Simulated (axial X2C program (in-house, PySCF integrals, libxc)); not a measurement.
**IrCN⁺: the levels of the configuration d6 s1 p(π)0**

Calculated with an axial X2C code built on PySCF integrals: two-component X2C with atomic mean-field Coulomb and Gaunt terms, basis Ir dyall-v3z, C dyall-v3z, N dyall-v3z (cores contracted in-house). Orbitals come from Hartree–Fock averaged over the configuration Ir d6 s1 p(π)0; CI then distributes these electrons over the d, s, p(π) shells of Ir. The speed of light was multiplied by 2, so these are model numbers.

Ir–C–N held linear, bonds 2.099 and 1.160 Å (the second held) (near the minimum of the configuration average).

Lowest levels of this model:

```tsv
Ω	energy (cm⁻¹)	g∥	configuration
9/2	0	11.99	100% d7
1/2	582	1.92	98% d7
3/2	892	5.75	98% d7
7/2	1004	8.01	100% d7
5/2	1877	4.25	99% d7
3/2	2762	0.30	99% d7
5/2	3294	7.43	99% d7
3/2	4028	3.99	99% d7
1/2	4090	1.38	99% d7
1/2	4597	2.67	99% d7
5/2	6064	6.31	99% d7
3/2	7092	2.04	99% d7
7/2	9298	9.72	99% d7
5/2	10232	5.98	99% d7
1/2	11272	1.83	99% d7
7/2	12154	8.17	99% d7
9/2	16113	9.99	97% d7
7/2	16338	6.13	98% d7
9/2	21947	9.90	99% d7
11/2	24660	12.00	97% d7
9/2	24997	13.95	100% d6 s1
```

g∥ is the magnitude of 2⟨Lz + ge Sz⟩ for the +Ω component.

Problem. From Ω and g∥ of the lowest level, whose 2⟨Lz + ge Sz⟩ is positive, find ⟨Sz⟩ and ⟨Lz⟩ (ge = 2.0023).

Solution. Ω = ⟨Lz⟩ + ⟨Sz⟩ = 9/2 and ⟨Lz⟩ + ge⟨Sz⟩ = 5.995, so ⟨Sz⟩ = 1.49 and ⟨Lz⟩ = 3.01.

Occupations of the active spinors in the lowest level by ω, shell by shell in order of energy: -5/2: 0.00; -3/2: 1.00 0.00 0.00; -1/2: 1.00 0.00 0.00 0.00; 1/2: 1.00 1.00 0.00 0.00; 3/2: 1.00 1.00 0.00; 5/2: 1.00. The leading determinant has weight 0.99 among 463.

This point took 6.4 s on 1 thread of Arm Neoverse N1 (shared host).

There is no dynamic correlation: spin–orbit spacings and, for f shells, spacings inside one term are the most reliable numbers, splittings between terms come out too wide, and energies between configurations are not reliable, so the lowest level need not be the ground state of the molecule. The lowest levels belong to d7, not to the averaged configuration, so orbitals and distance suit them less well. For d shells the ligand-field splittings (σ, π, δ) and their order can be off by a thousand cm⁻¹ or more. At most 4 roots were kept for each Ω > 0 (twice that for Ω = 0) within 3.2 eV of the lowest, so higher up levels can be missing between those listed; levels with Ω > 0 are doubly degenerate and listed once, Ω = 0 levels singly. Some active spinors are only partly of the character that their shell is named for, so the shell names and counts are nominal. States that fill the shells left empty in the average are placed too high. Along the bond the averaged SCF switches between close solutions, so this one may not be the lowest. The molecule was held linear; bending was not examined.
